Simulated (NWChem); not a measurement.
Program: NWChem. System: F3Sb, charge 0, spin multiplicity 1, at a geometry optimised with PBE0/def2-SVP with def2 effective core potentials on Sb. The structure started from a generated list of species. Level: G0W0@B3LYP/def2-SVPD with def2 effective core potentials on Sb, RI basis def2-svpd-rifit, no spin-orbit coupling, VWN1-RPA local correlation.

Input file:

```
start mol
memory heap 200 mb stack 700 mb global 1700 mb
geometry units angstroms nocenter noautoz
  Sb     0.003674     0.348059     0.000000
  F     -0.823202    -0.648832     1.413878
  F     -0.823202    -0.648832    -1.413878
  F      1.625583    -0.674670     0.000000
  symmetry group Cs
end
basis spherical
  * library def2-svpd
end
ecp
  Sb library def2-ecp
end
basis "ri basis" bse spherical
  * library def2-svpd-rifit
end
dft
  xc b3lyp
  iterations 100
  direct
  tolerances tight
end
task dft energy
gw
  states alpha occ 4 vir 2
end
task dft gw
```

Part of the output:

```
             Northwest Computational Chemistry Package (NWChem) 7.3.0
             --------------------------------------------------------

                                NWChem Input Module
                                -------------------

 Scaling coordinates for geometry "geometry" by  1.889725989
 (inverse scale =  0.529177249)

 Turning off AUTOSYM since
 SYMMETRY directive was detected!

                             Geometry "geometry" -> ""
                             -------------------------

 Output coordinates in angstroms (scale by  1.889725989 to convert to a.u.)

  No.       Tag          Charge          X              Y              Z
 ---- ---------------- ---------- -------------- -------------- --------------
    1 Sb                  51.0000     0.00367400     0.34805900     0.00000000
    2 F                    9.0000    -0.82320200    -0.64883200     1.41387800
    3 F                    9.0000    -0.82320200    -0.64883200    -1.41387800
    4 F                    9.0000     1.62558300    -0.67467000     0.00000000

 Effective nuclear repulsion energy (a.u.)     425.5006860384

            Nuclear Dipole moment (a.u.)
            ----------------------------
        X                 Y               Z
 ---------------- ---------------- ----------------
    -0.0000283459     0.0000056692     0.0000000000

      Symmetry information
      --------------------

 Group name             Cs
 Group number              2
 Group order               2
 No. of unique centers     3

      Symmetry unique atoms

     1    2    4


 Summary of "ao basis" -> "" (spherical)
 ------------------------------------------------------------------------------
       Tag                 Description            Shells   Functions and Types
 ---------------- ------------------------------  ------  ---------------------
 *                         def2-svpd                  on all atoms

 Summary of "ri basis" -> "" (spherical)
 ------------------------------------------------------------------------------
       Tag                 Description            Shells   Functions and Types
 ---------------- ------------------------------  ------  ---------------------
 *                      def2-svpd-rifit               on all atoms

                                 NWChem DFT Module
                                 -----------------

 Summary of "ao basis" -> "ao basis" (spherical)
 ------------------------------------------------------------------------------
       Tag                 Description            Shells   Functions and Types
 ---------------- ------------------------------  ------  ---------------------
 Sb                        def2-svpd                12       32   5s4p3d
 F                         def2-svpd                 9       23   4s3p2d

 Summary of "ao basis" -> "ao basis" (spherical)
 ------------------------------------------------------------------------------
       Tag                 Description            Shells   Functions and Types
 ---------------- ------------------------------  ------  ---------------------
 Sb                        def2-svpd                12       32   5s4p3d
 F                         def2-svpd                 9       23   4s3p2d

      Symmetry analysis of basis
      --------------------------

        a'         61
        a"         40

            General Information
            -------------------
          SCF calculation type: DFT
          Wavefunction type:  closed shell.
          No. of atoms     :     4
          No. of electrons :    50
           Alpha electrons :    25
            Beta electrons :    25
          Charge           :     0
          Spin multiplicity:     1
          Use of symmetry is: on ; symmetry adaption is: on
          Maximum number of iterations: 100
          This is a Direct SCF calculation.
          AO basis - number of functions:   101
                     number of shells:    39
          Convergence on energy requested:  1.00D-06
          Convergence on density requested:  1.00D-05
          Convergence on gradient requested:  5.00D-04

              XC Information
              --------------
                         B3LYP Method XC Potential
                     Hartree-Fock (Exact) Exchange  0.200
                        Slater Exchange Functional  0.800 local
                    Becke 1988 Exchange Functional  0.720 non-local
              Lee-Yang-Parr Correlation Functional  0.810
                  VWN I RPA Correlation Functional  0.190 local

             Grid Information
             ----------------
          Grid used for XC integration:  medium
          Radial quadrature: Mura-Knowles
          Angular quadrature: Lebedev.
          Tag              B.-S. Rad. Rad. Pts. Rad. Cut. Ang. Pts.
          ---              ---------- --------- --------- ---------
          Sb                  1.45      123           9.0       590
          F                   0.50       49          10.0       434
          Grid pruning is: on
          Number of quadrature shells:   221
          Spatial weights used:  Erf1

          Convergence Information
          -----------------------
          Convergence aids based upon iterative change in
          total energy or number of iterations.
          Levelshifting, if invoked, occurs when the
          HOMO/LUMO gap drops below (HL_TOL):  1.00D-02
          DIIS, if invoked, will attempt to extrapolate
          using up to (NFOCK): 10 stored Fock matrices.

                    Damping( 0%)  Levelshifting(0.5)       DIIS
                  --------------- ------------------- ---------------
[...]
 Sum of atomic energies:        -575.50018550

      Non-variational initial energy
      ------------------------------

 Total energy =    -537.094126
 1-e energy   =   -1269.205878
 2-e energy   =     515.253098
 HOMO         =      -0.375602
 LUMO         =      -0.005029

      Symmetry analysis of molecular orbitals - initial
      -------------------------------------------------

  Numbering of irreducible representations:

     1 a'          2 a"

  Orbital symmetries:

     1 a'          2 a'          3 a"          4 a'          5 a'
     6 a"          7 a'          8 a'          9 a"         10 a'
    11 a'         12 a"         13 a'         14 a'         15 a"
    16 a'         17 a'         18 a"         19 a'         20 a'
    21 a"         22 a'         23 a"         24 a"         25 a'
    26 a"         27 a'         28 a'         29 a'         30 a"
    31 a'         32 a'         33 a"         34 a'         35 a'

   convergence    iter        energy       DeltaE   RMS-Dens  Diis-err    time
 ---------------- ----- ----------------- --------- --------- ---------  ------
 d= 0,ls=0.0,diis     1   -539.5753050924 -7.56D+02  2.76D-02  1.27D+00     0.7
 d= 0,ls=0.0,diis     2   -539.1566324700  4.19D-01  1.29D-02  6.34D+00     1.2
 d= 0,ls=0.0,diis     3   -539.7355973481 -5.79D-01  1.49D-03  1.02D-02     1.6
 d= 0,ls=0.0,diis     4   -539.7365764057 -9.79D-04  4.79D-04  1.68D-03     2.0
 d= 0,ls=0.0,diis     5   -539.7367179077 -1.42D-04  3.60D-05  8.29D-06     2.5
 d= 0,ls=0.0,diis     6   -539.7367184635 -5.56D-07  7.82D-06  1.66D-07     2.9

         Total DFT energy =     -539.736718463464
      One electron energy =    -1269.595725264095
           Coulomb energy =      563.888712900733
    Exchange-Corr. energy =      -50.888359836392
 Nuclear repulsion energy =      216.858653736290

 Numeric. integr. density =       49.999996536580

     Total iterative time =      2.7s

                  Occupations of the irreducible representations
                  ----------------------------------------------

                     irrep           alpha         beta
                     --------     --------     --------
                     a'               16.0         16.0
                     a"                9.0          9.0

                       DFT Final Molecular Orbital Analysis
                       ------------------------------------

 Vector   23  Occ=2.000000D+00  E=-4.196437D-01  Symmetry=a"
              MO Center= -5.6D-01, -6.1D-01, -5.7D-10, r^2= 2.9D+00
   Bfn.  Coefficient  Atom+Function         Bfn.  Coefficient  Atom+Function
  ----- ------------  ---------------      ----- ------------  ---------------
    39      0.355646  2 F  pz                62      0.355646  3 F  pz
    38      0.261875  2 F  py                61     -0.261875  3 F  py
    42     -0.242729  2 F  pz                65     -0.242729  3 F  pz
    85      0.213678  4 F  pz                41     -0.171046  2 F  py
    64      0.171046  3 F  py                88     -0.143315  4 F  pz

 Vector   24  Occ=2.000000D+00  E=-4.153449D-01  Symmetry=a"
              MO Center= -6.8D-03, -6.4D-01, -3.7D-14, r^2= 3.1D+00
   Bfn.  Coefficient  Atom+Function         Bfn.  Coefficient  Atom+Function
  ----- ------------  ---------------      ----- ------------  ---------------
    85      0.389905  4 F  pz                37     -0.337655  2 F  px
    60      0.337655  3 F  px                88     -0.260698  4 F  pz
    40      0.225762  2 F  px                63     -0.225762  3 F  px
    39     -0.194973  2 F  pz                62     -0.194973  3 F  pz
    42      0.130363  2 F  pz                65      0.130363  3 F  pz

 Vector   25  Occ=2.000000D+00  E=-3.615486D-01  Symmetry=a'
              MO Center=  2.0D-03,  1.9D-01, -1.7D-15, r^2= 3.1D+00
   Bfn.  Coefficient  Atom+Function         Bfn.  Coefficient  Atom+Function
  ----- ------------  ---------------      ----- ------------  ---------------
     4      0.503294  1 Sb s                  3      0.487842  1 Sb s
    13      0.308573  1 Sb py                84      0.269847  4 F  py
    38      0.267892  2 F  py                61      0.267892  3 F  py
     1     -0.217193  1 Sb s                 87     -0.193043  4 F  py
    41     -0.191507  2 F  py                64     -0.191507  3 F  py

 Vector   26  Occ=0.000000D+00  E=-8.211863D-02  Symmetry=a"
              MO Center=  1.0D-01,  6.6D-01,  5.9D-11, r^2= 3.4D+00
   Bfn.  Coefficient  Atom+Function         Bfn.  Coefficient  Atom+Function
  ----- ------------  ---------------      ----- ------------  ---------------
    17      0.586062  1 Sb pz                14      0.565640  1 Sb pz
    29      0.287048  1 Sb d -1              11     -0.182085  1 Sb pz
    38      0.153971  2 F  py                61     -0.153971  3 F  py
     8     -0.144835  1 Sb pz                85      0.140117  4 F  pz
    41     -0.126801  2 F  py                64      0.126801  3 F  py

 Vector   27  Occ=0.000000D+00  E=-8.211773D-02  Symmetry=a'
              MO Center= -8.9D-02,  6.6D-01, -6.0D-11, r^2= 3.4D+00
   Bfn.  Coefficient  Atom+Function         Bfn.  Coefficient  Atom+Function
  ----- ------------  ---------------      ----- ------------  ---------------
    15      0.586028  1 Sb px                12      0.565608  1 Sb px
    28      0.287863  1 Sb d -2               9     -0.182075  1 Sb px
    84      0.180134  4 F  py                87     -0.148317  4 F  py
     6     -0.144826  1 Sb px                81     -0.144229  4 F  s
    89      0.128934  4 F  px                90     -0.122950  4 F  py

 Vector   28  Occ=0.000000D+00  E=-3.306760D-02  Symmetry=a'
              MO Center=  5.1D-03,  4.8D-01,  1.9D-13, r^2= 4.3D+00
   Bfn.  Coefficient  Atom+Function         Bfn.  Coefficient  Atom+Function
  ----- ------------  ---------------      ----- ------------  ---------------
     4      1.402203  1 Sb s                 16     -0.690820  1 Sb py
     3      0.548234  1 Sb s                 13     -0.468427  1 Sb py
     5     -0.449975  1 Sb s                 32      0.341091  1 Sb d  2
    90     -0.251350  4 F  py                44     -0.248901  2 F  py
    67     -0.248901  3 F  py                36     -0.241568  2 F  s

 center of mass
 --------------
 x =   0.00051662 y =   0.04897451 z =   0.00000000

 moments of inertia (a.u.)
 ------------------
         411.131792051879           1.385444419820           0.000000000000
           1.385444419820         542.486747175654           0.000000000000
           0.000000000000           0.000000000000         411.120011495771

     Multipole analysis of the density
     ---------------------------------

     L   x y z        total         alpha         beta         nuclear
     -   - - -        -----         -----         ----         -------
     0   0 0 0     -0.000000    -25.000000    -25.000000     50.000000

     1   1 0 0      0.017116      0.105772      0.105772     -0.194428
     1   0 1 0      1.620201     10.018404     10.018404    -18.416606
     1   0 0 1      0.000000      0.000000      0.000000      0.000000

     2   2 0 0    -32.124368    -80.307236    -80.307236    128.490104
     2   1 1 0      0.030307      0.420506      0.420506     -0.810705
     2   1 0 1      0.000000      0.000000      0.000000      0.000000
     2   0 2 0    -29.250115    -40.445007    -40.445007     51.639898
     2   0 1 1      0.000000      0.000000      0.000000      0.000000
     2   0 0 2    -32.124625    -80.310970    -80.310970    128.497314

 Task  times  cpu:        2.9s     wall:        2.9s

                                NWChem Input Module
                                -------------------

                                 NWChem GW Module
                                 ----------------

                             ***********************
                             ***        GW       ***
                             ***********************

 Summary of "ri basis" -> "ri basis" (spherical)
 ------------------------------------------------------------------------------
       Tag                 Description            Shells   Functions and Types
 ---------------- ------------------------------  ------  ---------------------
 Sb                     def2-svpd-rifit             34      130   10s9p8d5f2g
 F                      def2-svpd-rifit             20       64   7s6p5d2f

                 Memory Information
                 ------------------
          Available GA per process is          1699.9 MBs
          Available stack per process is        700.0 MBs
          Available heap per process is           0.0 MBs

          Peak memory in Initialization
              Peak GA per process is                  7.5 MBs
              Peak stack per process is               0.1 MBs
              Peak heap per process is                7.8 MBs
              Memory not in MA per process            0.0 MBs

          Peak memory in AFF Calculation
              Peak GA per process is                 38.8 MBs
              Peak stack per process is              27.5 MBs
              Peak heap per process is                0.0 MBs
              Memory not in MA per process           27.5 MBs

          Computing 2-center integrals
          Computing Inverse Cholesky factor
          Computing 3-center integrals
          Computing V_xc ...

          Computing Sigma_x
          Computing RPA polarizability
          Solving quasiparticle equations

                  Alpha Orbitals
          State     Energy (eV)     Error (eV)
          -----------------------------------
@GW        22        -13.424           0.005
@GW        23        -13.424           0.005
@GW        24        -13.286           0.005
@GW        25        -11.691           0.004
@GW        26          0.498           0.002
@GW        27          0.498           0.002

   Applying  -1.8531 eV scissor-shift to rest of particle states

   Applying   2.7330 eV scissor-shift to rest of hole states

     GW Timing Statistics
   ------------------------
   Init.   :          0.0s
     ERIs  :          0.4s
     Distr.:          0.0s
     Vxc   :          0.4s
   Sigma_x :          0.0s
   RPA     :          0.6s
   Wmn     :          0.0s
   Sigma_c :          0.0s
   GW total:          1.5s

 Task  times  cpu:        1.5s     wall:        1.5s

 Total times  cpu:        4.4s     wall:        4.4s
```
